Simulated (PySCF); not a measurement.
**Gas-phase XPS of (H2Al-mu-NH2)3, computed**

(H2Al-mu-NH2)3.
Z-matrix (Å and degrees, PBE0-D3(BJ)/def2-SVP geometry), rows numbered from 1:
```
Al
H   1  1.6014
H   1  1.5974  2  121.53
N   1  1.9597  2  105.03  3  -125.30
Al  4  1.9606  1  115.77  2   -78.51
H   5  1.6015  4  104.91  1   -81.91
H   5  1.5977  4  109.63  1   145.95
N   5  1.9560  4  101.38  1    30.06
Al  8  1.9636  5  114.74  4   -75.24
H   9  1.5970  8  107.03  5   -75.72
H   9  1.5971  8  110.10  5   150.96
N   1  1.9558  2  107.77  3   127.95
H   4  1.0234  1  109.91  2   159.02
H   4  1.0231  1  107.99  2    45.47
H   8  1.0237  5  108.20  4   163.90
H   8  1.0244  5  111.00  4    49.44
H  12  1.0237  1  108.37  2   -87.83
H  12  1.0244  1  111.08  2   157.60
```

Computed, not measured: delta-SCF UKS SCAN, pcX-2 on the ionised atom, pcseg-1 elsewhere, spin-free X2C in PySCF. Each binding energy is the total energy of the core-ionised species, with the hole localised on one atom, minus that of the ground state; both are solved self-consistently, so orbital relaxation is included.

Give the core binding energies atom by atom.

| atom(s) | bonded to | level | binding energy (eV) | count |
| --- | --- | --- | --- | --- |
| Al1/Al5/Al9 | 2 N and 2 H | Al 1s | 1566.29 | 3 |
| N4/N8/N12 | 2 H and 2 Al | N 1s | 405.77 | 3 |

Express the binding energy of N 1s of N4/N8/N12 in atomic units and per mole.

405.77 eV = 14.9118 Eh = 39151 kJ/mol.

Which photon energy gives electrons from N 1s of N4/N8/N12 a kinetic energy of 200 eV, and what is their de Broglie wavelength?

hν = 405.77 + 200 = 605.77 eV, recoil neglected; λ = 12.264 Å/√(E/eV) = 0.87 Å.

Topologically equivalent atoms share the value of their first member; where this conformer doesn't relate them by symmetry, their own values could differ. Isolated species at its PBE0-D3(BJ)/def2-SVP geometry (one conformer only).
